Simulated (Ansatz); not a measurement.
A CCSD(T) single point on ClH₇N₂SSi₂ (`N[SiH2]S[SiH](N)Cl`).

```yaml
crystal:
  periodic: [false, false, false]
  atoms:
    - {symbol: N, position_ang: [-0.642202, 1.670870, -1.263375]}
    - {symbol: Si, position_ang: [-1.097182, 0.026707, -1.304015]}
    - {symbol: S, position_ang: [0.475213, -1.459064, -1.139304]}
    - {symbol: Si, position_ang: [0.803890, -1.336442, 0.939180]}
    - {symbol: N, position_ang: [0.943156, 0.308965, 1.402637]}
    - {symbol: Cl, position_ang: [-0.737478, -2.068356, 2.086187]}
    - {symbol: H, position_ang: [-0.176888, 2.092814, -2.050473]}
    - {symbol: H, position_ang: [-0.318839, 2.052421, -0.388273]}
    - {symbol: H, position_ang: [-1.669785, -0.253617, -2.641049]}
    - {symbol: H, position_ang: [-2.055317, -0.223915, -0.206487]}
    - {symbol: H, position_ang: [1.963821, -2.212495, 1.221914]}
    - {symbol: H, position_ang: [1.664167, 0.861439, 0.962971]}
    - {symbol: H, position_ang: [0.847435, 0.540664, 2.380067]}
basis:
  gaussian: {orbitals: def2-TZVPP}
correlation: {method: ccsd_t}
```

```sh
$ ansatz run in.yaml --threads 2 --pin off --events-out ev --progress --plain --max-ram 22528MiB --backend cuda --devices 0, --max-vram 18GiB
```

Log, shortened:

```
Functional definition: HF
1896 factors; integrals over basis functions are off by at most 1.2e-3 eV
mean field evaluation 1: about -42122.0339 eV, gradient 4.7e1 eV
mean field evaluation 2: about -42122.4313 eV, gradient 4.8e1 eV
mean field evaluation 4: about -42127.4014 eV, gradient 3.9e0 eV
mean field evaluation 8: about -42127.4781 eV, gradient 3.1e-1 eV
mean field evaluation 16: about -42127.4786 eV, gradient 1.6e-6 eV
mean field -42127.47862609 eV, -1548.1562844781 hartree, gradient 1.5e-6 eV, S^2 0.000000; 0 other end points of the search recorded, 0 dependent functions left out
22 core orbitals not correlated: weight in the atoms' cores, before any rotation towards them, 1.000 or more for the frozen orbitals, at most 0.000 for the correlated occupied ones
reference -42127.47862609 eV, -1548.1562844781 hartree; 19, 19 occupied and 287, 287 virtual orbitals, 1896 factors
second order -28.27083396 eV of doubles, -0.00000000 eV of singles
cycle   1  -29.27141658 eV  change    -1.0e0 eV  update   1.1e-1
cycle   2  -29.94778005 eV  change   -6.8e-1 eV  update   3.1e-2
cycle   3  -30.06653667 eV  change   -1.2e-1 eV  update   1.4e-2
cycle   4  -30.05315117 eV  change    1.3e-2 eV  update   3.4e-3
cycle   5  -30.05246152 eV  change    6.9e-4 eV  update   1.6e-3
cycle   6  -30.05262333 eV  change   -1.6e-4 eV  update   4.5e-4
cycle   7  -30.05239911 eV  change    2.2e-4 eV  update   1.8e-4
cycle   8  -30.05239443 eV  change    4.7e-6 eV  update   5.5e-5
cycle   9  -30.05241037 eV  change   -1.6e-5 eV  update   1.9e-5
perturbative correction -1.27114888 eV, -0.0467138597 hartree
Total energy: -42158.80218534 eV, -1549.3074040487 hartree
```

Run time 6 s (2 threads of an AMD EPYC 7R13 on a shared host and a share of an NVIDIA H100 80 GB); peak host memory 0.88 GiB.

The correlation energy is -31.324 eV, 4.1 % of it from (T); the T1 diagnostic reads 0.0107.
